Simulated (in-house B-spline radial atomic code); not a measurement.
## How G0W0 and RPA depend on the start: Co⁹⁺

Configuration [Ne] 3s2 3p6. Computed with a B-spline radial code for spherical atoms: all electrons, scalar-relativistic (spin-free one-electron X2C), finite nucleus, each spin shell either full or empty, empty states to l = 9 with an (l + 1/2)⁻⁴ tail; G0W0 by contour deformation at full frequency.

```tsv
start	mean-field 3p (eV)	G0W0 (eV)	QP weight	RPA correlation (Eh)
Hartree-Fock	-275.74	-276.47	0.978	-1.1717
PBE	-260.96	-275.95	0.962	-1.309
r2SCAN0	-266.00	?	?	?
SCAN	-262.40	?	?	?
TPSS	-261.38	-275.99	0.963	-1.3015
```

**Question.** What G0W0 level, weight and RPA correlation energy follow from the SCAN start?

**Answer.** G0W0 level -276.08 eV, weight 0.965, RPA correlation -1.287 hartree.

**Question.** What G0W0 level, weight and RPA correlation energy follow from the r2SCAN0 start?

**Answer.** G0W0 level -276.21 eV, weight 0.969, RPA correlation -1.2548 hartree.

**Question.** How much of the dependence on the start does G0W0 remove?

**Answer.** The mean-field levels span 14.8 eV and the G0W0 levels 0.518 eV. Against 275.4 ± 0.4 eV (NIST, semi-empirical) the G0W0 removal energies are off by +0.55 to +1.07 eV, with spin-orbit coupling, Breit and QED terms left out.
